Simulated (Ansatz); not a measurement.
aminoborane (SMILES BN) moved off its minimum; all values from Ansatz (an electronic-structure program), cores frozen in correlated methods.
(charge 0, multiplicity 1)
```xyz
6

B     -0.7315     0.1273     0.0370
N      0.5804    -0.0034     0.0360
H     -1.3990    -0.9861    -0.1277
H     -1.2544     1.1150     0.0634
H      1.1627     0.7518    -0.0032
H      1.0804    -0.8726    -0.0334
```

Forces at B3LYP/def2-TZVPP (eV/Å):

```csv
atom,Fx,Fy,Fz
B1,-3.510,-3.653,-0.726
N2,1.885,-2.021,0.013
H3,0.754,1.673,0.476
H4,-0.862,1.847,0.150
H5,1.862,2.267,0.100
H6,-0.129,-0.113,-0.014
```

Q: Give the forces (eV/Å), the total energy and the dipole at CCSD(T)/aug-cc-pVTZ.

A: 
```
atom      Fx      Fy      Fz
----  ------  ------  ------
B1    -4.006  -3.689  -0.733
N2     2.410  -2.086   0.015
H3     0.756   1.635   0.475
H4    -0.885   1.962   0.156
H5     1.871   2.304   0.101
H6    -0.145  -0.125  -0.014
```
Energy -81.8785 hartree, dipole 2.17 D.
